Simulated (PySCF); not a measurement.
Be(Br)(OSiH3) (BeBrH₃OSi), SMILES [SiH3][O][Be][Br].

Geometry: B3LYP-D3(BJ)/def2-SVP. Other conformers were not sampled.

All values below come from r2SCAN/def2-TZVPD (PySCF).

Symmetry labels are those of the subgroup Cs that the program uses (full group C3v).

Problem. List the valence orbital energies around the gap with their symmetry. (An estimate is asked for; the answer gives what the named calculation found.)

Solution. 
| orbital | symmetry | energy (eV) |
|---|---|---|
| HOMO−7 | A' | -11.38 |
| HOMO−6 | A" | -9.91 |
| HOMO−5 | A' | -9.91 |
| HOMO−4 | A' | -9.61 |
| HOMO−3 | A" | -8.19 |
| HOMO−2 | A' | -8.19 |
| HOMO−1 | A" | -7.72 |
| HOMO | A' | -7.72 |
| LUMO | A' | -0.91 |
| LUMO+1 | A" | 0.11 |
| LUMO+2 | A' | 0.11 |
| LUMO+3 | A' | 0.34 |
